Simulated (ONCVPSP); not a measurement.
## An all-electron radial function and its pseudo partner (Fe (Z = 26))

Columns: radius, all-electron u(r) and pseudo u(r) of the 3d shell (level -7.53 eV) of iron in the configuration [Ne] 3s2 3p6 3d6 4s2; PBEsol, scalar-relativistic, ONCV scheme, ONCVPSP 4.0.1.

```
r (bohr)  all-electron  pseudo
   0.075        0.0356  0.0088
   0.150        0.1651  0.0641
   0.225        0.3419  0.1890
   0.300        0.5174  0.3726
   0.375        0.6656  0.5777
   0.450        0.7780  0.7604
   0.525        0.8547  0.8891
   0.600        0.8998  0.9557
   0.675        0.9191  0.9705
   0.750        0.9189  0.9534
   0.825        0.9045  0.9221
   0.900        0.8803  0.8867
   0.975        0.8495  0.8510
   1.050        0.8147  0.8148
   1.125        0.7777  0.7776
   1.200        0.7398  0.7397
   1.275        0.7018  0.7018
   1.350        0.6645  0.6644
   1.425        0.6282  0.6282
   1.500        0.5933  0.5932
   1.575        0.5599  0.5598
   1.650        0.5281  0.5280
   1.725        0.4979  0.4979
   1.800        0.4694  0.4693
   1.875        0.4424  0.4424
   1.950        0.4170  0.4170
```

Problem. How many radial nodes do the two functions have?

Solution. The all-electron 3d function has n − l − 1 = 0; the pseudo-wave has 0.

Problem. At about which radius was the pseudo-wave matched?

Solution. 1.15 bohr. The columns agree to 0.0005 from 1.05 bohr on; several derivatives are matched, so the curves merge somewhat inside the radius.

Problem. Where does each function peak?

Solution. Outermost all-electron maximum near 0.68 bohr, pseudo maximum near 0.68 bohr (to the table’s step).

Problem. Is the pseudo-wave norm-conserving?

Solution. Yes: the ONCV scheme keeps the norm inside the radius equal to the all-electron one, which fixes the energy derivative of the logarithmic derivative at the level.
